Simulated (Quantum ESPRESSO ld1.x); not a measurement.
All-electron atom: Tl V in [Xe] 4f14 5d9. Method: non-relativistic Kohn-Sham, PBE, spin-unpolarised, spherical densities, point nucleus; relativity is left out, which matters for an element this heavy; computed with ld1.x of Quantum ESPRESSO 7.5.

X-ray form factor f0, the Fourier transform of the density (f0(0) = 77):

sin(theta)/lambda (1/angstrom),f0 (electrons)
0.05,76.370
0.1,74.562
0.15,71.801
0.2,68.391
0.25,64.647
0.3,60.840
0.4,53.736
0.5,47.778
0.6,42.916
0.8,35.288
1,29.163
1.25,23.115
1.5,18.914
2,14.439
